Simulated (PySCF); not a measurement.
PySCF job for HSSi, SMILES [Si]=[SH+] (connectivity only; charge and spin as stated), charge +1, multiplicity 1, PBE0-D3(BJ)/def2-TZVP. Coordinates come from a PBE0-D3(BJ)/def2-TZVP optimisation. The isomer is the one that the SMILES or the coordinates give; other isomers of the formula were not compared.

```python
import numpy as np
from pyscf import gto, scf, dft
from pyscf.hessian import thermo

mol = gto.M(
    atom='''
    Si   -0.00155050    1.12295544    0.00000000
    S    -0.07894358   -0.92682398    0.00000000
    H     1.28480436   -0.89219251    0.00000000
    ''',
    basis='def2-TZVP',
    charge=1,
    spin=0,
    max_memory=1600,
    verbose=3,
)
mf = dft.RKS(mol, xc='pbe0').density_fit(auxbasis='def2-universal-jkfit')
mf.disp = 'd3bj'
mf.grids.level = 3
mf.conv_tol = 1e-11
mf.max_cycle = 100
mf.kernel()

# [left out here: the lines that compute and print the analytic Hessian (its translational invariance restored by hand, since the grid's response is missing), thermochemistry and intensities]
```

It prints:

```
converged SCF energy = -687.727038755938

WARN: DFTD3 does not support analytical Hessian, using finite difference


WARN: Mole.unit (angstrom) is changed to Bohr

Mode                                 0                   1                   2
Irrep
Freq [cm^-1]                      503.3716            633.2793           2570.7027
Reduced mass [au]                   1.2017              6.5431              1.0376
Force const [Dyne/A]                0.1794              1.5461              4.0400
Char temp [K]                     724.2396            911.1480           3698.6689
Normal mode                   x     y     z       x     y     z       x     y     z
       0  Si                 0.02 -0.07  0.00    0.01  0.12 -0.00   -0.00  0.00 -0.00
       1   S                -0.02  0.03 -0.00   -0.01 -0.12  0.00   -0.03 -0.00 -0.00
       2   H                -0.01  0.91  0.00   -0.02  0.35 -0.00    0.98 -0.00 -0.00
temperature 298.1500 [K]
pressure 101325.00 [Pa]
Rotational constants [GHz] 278.40357 7.92555 7.70618
Symmetry number 1
Zero-point energy (ZPE) 0.00845 [Eh]   22174.899 [J/mol]
                           tot       elec      trans        rot        vib
Entropy [J/mol/K]       250.088      0.000    160.047     85.666      4.375
Cv [J/mol/K]             34.173      0.000     12.472     12.472      9.229
Cp [J/mol/K]             42.487      0.000     20.786     12.472      9.229
Internal energy [J/mol]                      3718.434   3718.434  23131.143
Internal energy [Eh]   -687.71540  -687.72704
Enthalpy [J/mol]                             6197.391   3718.434  23131.143
Enthalpy [Eh]          -687.71445
Gibbs free energy [J/mol]                  -41520.506 -21822.833  21826.692
Gibbs free energy [Eh] -687.74285
static polarisability / bohr^3: [[32.413 -0.978 -0.   ]
 [-0.977 52.15   0.   ]
 [-0.    -0.    28.571]]
largest difference of analytic and finite-field dipole derivatives / e: 0.0011179877500655522
mode   freq/cm-1   IR/(km/mol)   Raman/(A^4/amu)   depolarisation
   1      503.37        22.399            13.015            0.270
   2      633.28       106.300            25.310            0.315
   3     2570.70        70.336            75.382            0.214
max |gradient| / (hartree/bohr): 1.4392287903554526e-05
APT charges: [ 0.9429 -0.1121  0.1692]
```

The run converged.
